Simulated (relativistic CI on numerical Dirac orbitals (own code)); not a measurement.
Hyperfine structure of Dy⁴⁶⁺, mass number 163

Computed by Dirac-Coulomb-Breit CI, orbitals from a KLI potential per configuration, model QED (radiative potential, 1s self-energy scaled to tabulated hydrogen-like ionisation energies), unscaled Slater integrals (own radial code, finite nucleus).

CI space (outside the closed core [Ne]): 3s²3p⁶3d², 3s²3p⁵3d³, 3s3p⁶3d³, 3s²3p⁶3d4s, 3s²3p⁶3d4p, 3s²3p⁶3d4d, 3s²3p⁵3d²4s, 3s²3p⁶3d4f, 3s²3p⁵3d²4p, 3s²3p⁵3d²4d, 3p⁶3d⁴, 3p⁵3d⁵, 3p⁵3d⁴4s, 3p⁶3d³4s, 3p⁵3d³4s². Double excitations out of closed p, d and f shells are left out; levels of such configurations are missing from the list, as are those of other unlisted configurations, and high levels can miss mixing partners. These lack a partner that the ground configuration has and come out too high: 3s²3p⁵3d²4p, 3s²3p⁵3d²4d.

Nuclear spin I = 5/2, μ = 0.671 μN, Q = 2.65 b (tables of Stone and Pyykkö). The electronic factors are computed for point nuclear moments, without core polarisation or the Bohr-Weisskopf and QED corrections.

| Level | E (cm⁻¹) | A (MHz) | B (MHz) |
| --- | --- | --- | --- |
| 3s²3p⁶3d² ³F2 | 0 | 19200 | 13000 |
| 3s²3p⁶3d² ³F3 | 329791 | 10980 | 54500 |
| 3s²3p⁶3d² ¹G4 | 425440 | 11560 | 237000 |
| 3s²3p⁶3d² ³P1 | 437130 | -746.4 | 55600 |
| 3s²3p⁶3d² ³F4 | 721782 | 8009 | 165000 |

Levels with J = 0, under 50 % of one LS term, or S terms without an open s electron are left out. Small factors come from cancelling terms and can be off by tens of per cent or more.

At this charge energies of transitions that change n are usually good to better than 1 %, and those within a shell (Δn = 0) to a few per cent.

Problem. Give the hyperfine levels of 3s²3p⁶3d² ³F2 relative to its centre of gravity.

Solution. With K = F(F + 1) − I(I + 1) − J(J + 1), E = AK/2 + B[¾K(K + 1) − I(I + 1)J(J + 1)]/[2I(2I − 1)J(2J − 1)]: F = 1/2: -125200, F = 3/2: -102300, F = 5/2: -60840, F = 7/2: 4059, F = 9/2: 99230 MHz.

LS names give the leading component of a level, which can be under half, so a name can repeat, a term be missing and a line seem to break the LS rules.
